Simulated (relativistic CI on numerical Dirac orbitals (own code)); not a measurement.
Mo²⁺: 4d valence photoemission

Computed with this model: Dirac-Coulomb-Breit CI, orbitals from a KLI potential per configuration, a model potential for QED, valence Slater integrals scaled by 0.8, multiplet model of photoemission in the sudden approximation; configurations [Kr] 4d4 → [Kr] 4d3; 300 K; Lorentzian 0.21 eV and Gaussian 0.5 eV FWHM. Energies are those of the free ion, without screening or charge transfer. The energies are binding energies and can lie tens of eV above those of solids. S is read from ⟨S²⟩ = S(S + 1).

Field parameters in Wybourne normalisation: Oh B⁴₀ = 21Dq, B⁴₄ = √(5/14) B⁴₀. The field is a parameter set, without covalency.

Peaks in eV (height, largest 100): 25.0 (67), 26.6 (100), 27.3 (66), 28.7 (13).

**Question.** Which surroundings give this spectrum?
A. Oh, 10Dq = 21300 cm⁻¹
B. Oh, 10Dq = 13000 cm⁻¹
C. Oh, 10Dq = 4700 cm⁻¹
D. free ion

**Answer.** B. Oh, 10Dq = 13000 cm⁻¹, where the ground state has S = 1.83.
